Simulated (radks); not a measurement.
Values are calculated unless marked as measured or tabulated.
Question: Tb2+, 63 electrons, occupied as [Xe] 4f8 6p1 (not the ground configuration). Level of theory: scalar-relativistic Kohn-Sham, exchange-only LDA, spin-polarised, spherical densities, finite nucleus; open shells are filled with parallel spins first (spin-orbit coupling, left out, can overturn this in heavy ions); Fermi nuclear charge, rms radius 5.06 fm (a radial shooting solver on a logarithmic mesh with Libxc functionals). Some entries of the table are withheld. Estimate them.

orbital  occ.  eigenvalue (hartree)  <r^2> (bohr^2)
1s up       1             -1904.501       0.0006326
1s down     1             -1904.500       0.0006326
2s up       1             -316.4346        0.009903
2s down     1             -316.4308        0.009902
2p up       3             -281.4266        0.007993
2p down     3             -281.4237        0.007992
3s up       1             -70.86913         0.06568
3s down     1             -70.77393         0.06558
3p up       3             -60.06924         0.06587
3p down     3             -59.97472         0.06575
3d up       5             -45.94276         0.05522
3d down     5             -45.86905         0.05507
4s up       1             -14.77665          0.3309
4s down     1             -14.56589          0.3309
4p up       3             -11.21365          0.3738
4p down     3             -11.00478          0.3741
4d up       5              -6.31810          0.4487
4d down     5              -6.11281          0.4505
5s up       1              -2.53168           1.882
5s down     1              -2.42068           1.934
5p up       3              -1.65395           2.565
5p down     3              -1.56778           2.646
4f up       7                   (1)             (2)
4f down     1                   (3)             (4)
5d up       0              -0.64380           5.991
6s up       0              -0.62685             (5)
5d down     0              -0.58444           5.844
6s down     0              -0.55008             (6)
6p up       1              -0.45624           17.45
6p down     0              -0.37079           18.18

Answer: 
(1) 4f up eigenvalue (hartree): -1.00134
(2) 4f up <r^2> (bohr^2): 0.8746
(3) 4f down eigenvalue (hartree): -0.81757
(4) 4f down <r^2> (bohr^2): 0.9663
(5) 6s up <r^2> (bohr^2): 11.98
(6) 6s down <r^2> (bohr^2): 11.65
